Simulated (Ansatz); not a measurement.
Reactions of C₇H₁₃ClO₂ (`CC(C)COC(=O)CCCl`).

Isolated molecules relaxed with PBE0-D4/def2-TZVP in Ansatz; ΔE leaves out vibrations. CCSD(T)/CBS is the MP2 limit (def2-TZVPP, def2-QZVPP) plus CCSD(T) − MP2 in def2-TZVPP, frozen cores. This one scheme is used for every species, atoms too. For atomizations the MP2-based limit and the directly extrapolated one differ by several kJ/mol either way, and by 10 to 25 for some Ge, Se and Sn compounds, so smaller differences from it don't rank the levels. DFT in def2-TZVPP. B3LYP here is the variant with VWN-RPA as its local correlation; programs differ in this. Open shells (•) are unrestricted, without spin–orbit coupling. Spin–orbit coupling would lower the free atoms: a little for C, Cl, O. def2 core potentials past Kr. Bonds to Ga, I, Se are less sure, by a few kJ/mol each and by 10 to 20 or more in all where they break to atoms, as the def2 sets lack core-valence functions. Scalar relativity is left out up to krypton. Each species was taken in one conformer, which may not be the lowest.

| reaction | PBE0-D4 (eV) | B3LYP-D4 (eV) | MP2/CBS(def2) (eV) |
| --- | --- | --- | --- |
| `CC(C)COC(=O)CCCl` → `CCCOC(=O)CCCl` + `[CH2]` (triplet) | 4.49 | 4.43 | 4.70 |
| `CC(C)COC(=O)CCCl` + H₂ → `CCCOC(=O)CCCl` + CH₄ | -0.71 | -0.74 | -0.62 |
| `CC(C)COC(=O)CCCl` + `C=C(N)I` → `C=C(I)NC` + `CCCOC(=O)CCCl` | 0.20 | 0.18 | 0.25 |
| `CC(C)COC(=O)CCCl` → 7 C• + Cl• + 13 H• + 2 O• | 98.26 | 97.32 | 99.21 |
| `CC(C)COC(=O)CCCl` + `CCCO` → `CCCOC(=O)CCCl` + `CC(C)CO` | -0.04 | -0.04 | -0.03 |
| `CC(C)COC(=O)CCCl` + `CNBN` → `CN(C)BN` + `CCCOC(=O)CCCl` | 0.25 | 0.23 | 0.30 |
| `CC(C)COC(=O)CCCl` + `[OH][GaH][SeH]` → `C[O][GaH][SeH]` + `CCCOC(=O)CCCl` | 0.61 | 0.55 | 0.73 |
| `CC(C)COC(=O)CCCl` + `CC` → `CCCOC(=O)CCCl` + `CCC` | 0.01 | 0.01 | 0.05 |
| `CC(C)COC(=O)CCCl` + `Sc1ccccc1` → `CSc1ccccc1` + `CCCOC(=O)CCCl` | 0.00 | 0.00 | 0.03 |
| `CC(C)COC(=O)CCCl` → `CCCCOC(=O)CCCl` | 0.01 | 0.01 | 0.05 |

Task: Give the CCSD(T)/CBS values in the same order. (Best estimate.)

Result: Computed: 4.55, -0.67, 0.24, 97.38, -0.04, 0.27, 0.66, 0.03, 0.04, 0.04 eV.

Largest T1 diagnostic: 0.013, for `C[O][GaH][SeH]`.
